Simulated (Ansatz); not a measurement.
The same path of C2H8FNSi (13 atoms, charge 0, multiplicity 1) was run twice with different band settings. The coordinate that changes most is the dihedral H6–C1–C2–Si4.

Computed with RKS PBE-D4/def2-SVP (Ansatz).

Relaxed end points:

```xyz
13
Properties=species:S:1:pos:R:3
C -0.727 -0.936 1.233
C 0.622 -0.662 0.588
F 1.272 -1.884 0.313
Si 0.529 0.289 -1.074
N -0.261 1.830 -0.822
H -1.390 -1.506 0.550
H -1.225 0.021 1.492
H -0.609 -1.525 2.167
H 1.267 -0.092 1.298
H 1.919 0.588 -1.560
H -0.151 -0.641 -2.055
H 0.053 2.623 -1.387
H -1.280 1.859 -0.730
```

```xyz
13
Properties=species:S:1:pos:R:3
C -0.738 -0.970 1.196
C 0.601 -0.738 0.517
F 1.160 -1.977 0.135
Si 0.511 0.330 -1.072
N -0.181 1.891 -0.683
H -0.626 -1.627 2.084
H -1.462 -1.449 0.505
H -1.163 -0.003 1.536
H 1.307 -0.260 1.236
H 1.900 0.589 -1.586
H -0.250 -0.489 -2.091
H 0.155 2.702 -1.209
H -1.194 1.965 -0.554
```

Common settings: movable images 5; climbing image yes; spring 5.0 eV/Å²; optimiser quadratic models (default); force threshold 0.05 eV/Å; iteration limit 60; end points relaxed.

| run | start path |
| --- | --- |
| 1 | through a guess of the saddle point |
| 2 | straight line |

Question: What does each run give, and how far can it be trusted?

Answer: Run 1: converged after 7 iterations, highest image 0.158 eV above the first end. A vibrational analysis at the climbing image gives one clearly imaginary mode, 248i cm⁻¹: a first-order saddle point.
Run 2: converged after 8 iterations, highest image 0.159 eV above the first end. Another band between the same ends (5 images) ends at a top of the same energy, where a vibrational analysis finds 1 clearly imaginary mode.
